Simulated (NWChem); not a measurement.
The numbers come from NWChem runs, not from measurements. System: HBr, charge 1, spin multiplicity 2, at the geometry of a parent with another charge or spin, in a state set for the comparison that need not be this species' ground state. Its SCF solution wasn't tested for a lower state. Level: UPBE0/aug-cc-pVTZ.

NWChem printed:

```
             Northwest Computational Chemistry Package (NWChem) 7.3.0
             --------------------------------------------------------

                                NWChem Input Module
                                -------------------

 Scaling coordinates for geometry "geometry" by  1.889725989
 (inverse scale =  0.529177249)

 Turning off AUTOSYM since
 SYMMETRY directive was detected!

                             Geometry "geometry" -> ""
                             -------------------------

 Output coordinates in angstroms (scale by  1.889725989 to convert to a.u.)

  No.       Tag          Charge          X              Y              Z
 ---- ---------------- ---------- -------------- -------------- --------------
    1 Br                  35.0000     0.00000000     0.00000000     0.03967200
    2 H                    1.0000     0.00000000     0.00000000    -1.38852100

 Effective nuclear repulsion energy (a.u.)      12.9682778973

            Nuclear Dipole moment (a.u.)
            ----------------------------
        X                 Y               Z
 ---------------- ---------------- ----------------
     0.0000000000     0.0000000000    -0.0000018897

      Symmetry information
      --------------------

 Group name             C2v
 Group number             16
 Group order               4
 No. of unique centers     2

      Symmetry unique atoms

     1    2


 Summary of "ao basis" -> "" (spherical)
 ------------------------------------------------------------------------------
       Tag                 Description            Shells   Functions and Types
 ---------------- ------------------------------  ------  ---------------------
 *                        aug-cc-pvtz                 on all atoms

                                 NWChem DFT Module
                                 -----------------

 Summary of "ao basis" -> "ao basis" (spherical)
 ------------------------------------------------------------------------------
       Tag                 Description            Shells   Functions and Types
 ---------------- ------------------------------  ------  ---------------------
 Br                       aug-cc-pvtz               19       59   7s6p4d2f
 H                        aug-cc-pvtz                9       23   4s3p2d

 Summary of "ao basis" -> "ao basis" (spherical)
 ------------------------------------------------------------------------------
       Tag                 Description            Shells   Functions and Types
[...]
    62      0.738615  2 H  s                 22      0.460117  1 Br pz
    16      0.421702  1 Br pz                61      0.421071  2 H  s
     6     -0.355106  1 Br s                  4     -0.222594  1 Br s
    19      0.202848  1 Br pz                60      0.174473  2 H  s
     5     -0.127027  1 Br s                 38      0.122181  1 Br d  0

 Vector   20  Occ=0.000000D+00  E=-1.616224D-01  Symmetry=a1
              MO Center=  2.3D-14, -1.4D-15, -4.8D-01, r^2= 7.3D+00
   Bfn.  Coefficient  Atom+Function         Bfn.  Coefficient  Atom+Function
  ----- ------------  ---------------      ----- ------------  ---------------
     7      0.856432  1 Br s                 63      0.469174  2 H  s
     6     -0.343515  1 Br s                 61     -0.226912  2 H  s
     4     -0.216885  1 Br s                 22     -0.172842  1 Br pz
    43     -0.152830  1 Br d  0               5     -0.124358  1 Br s
    62     -0.087452  2 H  s                 38     -0.085930  1 Br d  0

   alpha - beta orbital overlaps
   -----------------------------

   alpha      1      2      3      4      5      6      7      8      9     10
    beta      1      2      4      3      5      6      7      8      9     10
 overlap   1.000  1.000  1.000  1.000  1.000  1.000  1.000  1.000  1.000  0.987

   alpha     11     12     13     14     15     16     17     18     19     20
    beta     11     12     13     14     15     16     18     17     19     20
 overlap   1.000  1.000  1.000  0.987  0.998  0.999  0.998  1.000  0.998  0.988

   alpha     21     22     23     24     25     26     27     28     29     30
    beta     23     21     22     25     24     26     27     28     29     31
 overlap   0.957  0.999  1.000  0.957  1.000  0.999  0.960  0.974  0.998  0.997

   alpha     31     32     33     34     35     36     37     38     39     40
    beta     30     32     35     33     34     36     38     37     39     40
 overlap   1.000  0.998  0.997  0.998  1.000  0.997  0.998  1.000  0.998  0.989

   alpha     41     42     43     44     45     46     47     48     49     50
    beta     42     41     43     45     44     47     46     48     49     50
 overlap   0.952  0.999  0.951  0.982  0.994  0.980  0.995  0.997  0.985  0.998

   alpha     51     52     53     54     55     56     57     58     59     60
    beta     51     52     53     54     56     55     57     59     58     61
 overlap   1.000  1.000  0.986  0.999  0.999  1.000  1.000  0.996  0.999  0.990

   alpha     61     62     63     64     65     66     67     68     69     70
    beta     63     62     60     64     66     65     67     68     69     70
 overlap   0.929  0.999  0.977  0.869  0.988  0.975  0.999  0.937  0.998  0.999

   alpha     71     72     73     74     75     76     77     78     79     80
    beta     71     72     73     74     75     76     77     78     79     80
 overlap   0.999  0.998  1.000  1.000  1.000  1.000  1.000  1.000  1.000  1.000

   alpha     81     82
    beta     81     82
 overlap   1.000  1.000

     --------------------------
     Expectation value of S2:
     --------------------------
      <S2> =      0.7539 (Exact =     0.7500)

 center of mass
 --------------
 x =   0.00000000 y =   0.00000000 z =   0.04135741

 moments of inertia (a.u.)
 ------------------
           7.249598731626           0.000000000000           0.000000000000
           0.000000000000           7.249598731626           0.000000000000
           0.000000000000           0.000000000000           0.000000000000

     Multipole analysis of the density
     ---------------------------------

     L   x y z        total         alpha         beta         nuclear
     -   - - -        -----         -----         ----         -------
     0   0 0 0      1.000000    -18.000000    -17.000000     36.000000

     1   1 0 0      0.000000     -0.000000      0.000000      0.000000
     1   0 1 0      0.000000     -0.000000      0.000000      0.000000
     1   0 0 1     -0.550097     -0.288852     -0.261242     -0.000002

     2   2 0 0    -12.409842     -6.572559     -5.837283      0.000000
     2   1 1 0      0.000000      0.000000     -0.000000      0.000000
     2   1 0 1      0.000000     -0.000000      0.000000      0.000000
     2   0 2 0    -10.722533     -6.798289     -3.924244      0.000000
     2   0 1 1      0.000000     -0.000000      0.000000      0.000000
     2   0 0 2     -8.897290     -8.334083     -7.644899      7.081692

 Task  times  cpu:       15.3s     wall:       15.3s

 Total times  cpu:       15.3s     wall:       15.3s
```

Problem. Write an NWChem input that would produce this output.

Solution. This is not unique; one that fits is 
```
start mol
memory heap 200 mb stack 900 mb global 1100 mb
charge 1
geometry units angstroms nocenter noautoz
  Br     0.000000     0.000000     0.039672
  H      0.000000     0.000000    -1.388521
  symmetry group C2v
end
basis spherical
  * library aug-cc-pvtz
end
dft
  xc pbe0
  odft
  mult 2
  semidirect memsize 60000000 filesize 0
  iterations 100
end
task dft energy
```
